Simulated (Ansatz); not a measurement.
## Ansatz (development build ahead of 0.2.0) run

```yaml
crystal:
  periodic: [false, false, false]
  atoms:
    - { symbol: B, position_ang: [-1.4415, 0.10545, -0.06511] }
    - { symbol: "N", position_ang: [-0.64672, 1.16783, 0.46014] }
    - { symbol: B, position_ang: [0.77536, 1.08656, 0.54573] }
    - { symbol: "N", position_ang: [1.39982, -0.11015, 0.08295] }
    - { symbol: B, position_ang: [0.65359, -1.20285, -0.45123] }
    - { symbol: "N", position_ang: [-0.76565, -1.06851, -0.51368] }
    - { symbol: H, position_ang: [-2.63888, 0.19634, -0.12756] }
    - { symbol: H, position_ang: [-1.10169, 1.99737, 0.77888] }
    - { symbol: H, position_ang: [1.42479, 1.99478, 0.99219] }
    - { symbol: H, position_ang: [2.39399, -0.18549, 0.13464] }
    - { symbol: H, position_ang: [1.20152, -2.20189, -0.83538] }
    - { symbol: H, position_ang: [-1.3048, -1.82252, -0.88449] }
basis:
  gaussian: { orbitals: def2-SVP }
total_charge: 1
magnetization:
  spin_polarized: true
  initial_magnetization: 1
hamiltonian:
  xc: hf
output:
  forces: true
```

The input is written out in the form of the current development build from the run's settings.

Output:

```json
{
  "Converged": "yes",
  "Total energy": "-240.64631 hartree",
  "Spin squared of the determinant": "0.771",
  "Stability test": "minimum"
}
```

Forces (eV/Å):
| atom | Fx | Fy | Fz |
| --- | --- | --- | --- |
| B1 | -2.528 | -4.507 | -2.157 |
| N2 | -0.886 | 1.616 | 0.621 |
| B3 | 5.519 | -0.946 | 0.061 |
| N4 | -1.291 | 2.034 | 0.767 |
| B5 | 0.721 | -1.315 | -0.506 |
| N6 | -1.009 | 2.159 | 0.844 |
| H7 | 0.458 | 0.240 | 0.142 |
| H8 | -0.360 | 0.656 | 0.252 |
| H9 | -0.492 | -0.181 | -0.120 |
| H10 | 0.226 | 0.064 | 0.047 |
| H11 | -0.165 | 0.302 | 0.116 |
| H12 | -0.194 | -0.122 | -0.069 |

Caution: the determinant breaks the point group.
